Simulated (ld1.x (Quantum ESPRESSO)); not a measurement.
## Reading a pseudo-wave (Cd)

Columns: radius, all-electron u(r) and pseudo u(r) of the 4p shell (level -68.93 eV) of cadmium in the configuration [Ar] 3d10 4s2 4p6 4d10 5s1 5p1; LDA (PZ), scalar-relativistic, PAW scheme, ld1.x (Quantum ESPRESSO) 7.5.

```csv
r (bohr),all-electron,pseudo
0.098,0.3062,0.0144
0.195,-0.4529,0.0558
0.292,-0.6116,0.1205
0.390,-0.2198,0.2038
0.488,0.3111,0.2979
0.585,0.7450,0.3937
0.682,1.0202,0.4843
0.780,1.1480,0.5633
0.878,1.1634,0.6236
0.975,1.1074,0.6611
1.072,1.0121,0.6748
1.170,0.8980,0.6648
1.268,0.7807,0.6335
1.365,0.6696,0.5855
1.463,0.5670,0.5253
1.560,0.4769,0.4595
1.658,0.3977,0.3923
1.755,0.3304,0.3295
1.852,0.2734,0.2733
1.950,0.2250,0.2250
2.047,0.1849,0.1849
2.145,0.1514,0.1514
2.242,0.1239,0.1239
2.340,0.1010,0.1010
2.438,0.0822,0.0822
2.535,0.0670,0.0670
```

Task: How many radial nodes do the two functions have?

Result: The all-electron 4p function has n − l − 1 = 2; the pseudo-wave has 0, since the states of the same l below it are removed with the core.

Task: At about which radius was the pseudo-wave matched?

Result: 1.95 bohr. The columns agree to 0.0005 from 1.85 bohr on; several derivatives are matched, so the curves merge somewhat inside the radius.

Task: Where does each function peak?

Result: Outermost all-electron maximum near 0.88 bohr, pseudo maximum near 1.07 bohr (to the table’s step).

Task: Is the pseudo-wave norm-conserving?

Result: No, it belongs to a PAW set: the norm inside the radius is not constrained, and the difference is carried by the augmentation charge.
